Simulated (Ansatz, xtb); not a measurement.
Ranking isomers of CH6F2NSi+

4 gas-phase structures of CH6F2NSi+, found in a search over its isomers (lower ones may exist). Each was relaxed with GFN2-xTB; where two conformers were screened, the lower at r2SCAN-D4/def2-SVP is listed:

A. `C[Si]([NH3+])(F)F`, a singlet
B. `FC[NH2+][SiH2]F`, a singlet
C. `C[NH2+][SiH](F)F`, a singlet
D. `[NH3+]C[SiH](F)F`, a singlet

Task: Make a reasoned guess at their ranking by r2SCAN-D4/def2-SVP single-point energy.

Result: Calculated order at r2SCAN-D4/def2-SVP: A (0.0), C (21.5), D (30.0), B (72.7) kcal/mol.

Energies above the lowest of each column, in kcal/mol; the last columns are at B3LYP-D3(BJ)/def2-SVP geometries and were run for some of them only (a dash: not run or not comparable):

```csv
structure,GFN2-xTB,HF/STO-3G,r2SCAN-D4/def2-SVP,B3LYP-D3(BJ)/def2-SVP,CCSD(T)/def2-SVP + ΔMP2/def2-TZVPP
A,5.8,0.0,0.0,0.0,0.0
C,0.0,14.7,21.5,19.5,20.4
D,14.0,40.4,30.0,–,–
B,37.7,41.4,72.7,–,–
```

CCSD(T)/def2-SVP + ΔMP2/def2-TZVPP puts A lowest of those it was run on; GFN2-xTB picks C. Flexible structures stand in one conformer each, not always the lowest. Frequencies (B3LYP-D3(BJ)/def2-SVP) were run for A, C alone. ΔMP2 is the change of the MP2 energy from the smaller to the larger basis.

Over these structures GFN2-xTB departs from r2SCAN-D4/def2-SVP by 11.6 kcal/mol on average once a common shift is removed. A GFN2-xTB relaxation took about 0.093 s and the r2SCAN-D4/def2-SVP energy about 2.1 s on a shared host (Ansatz 0.2.0, xtb 6.7.1).
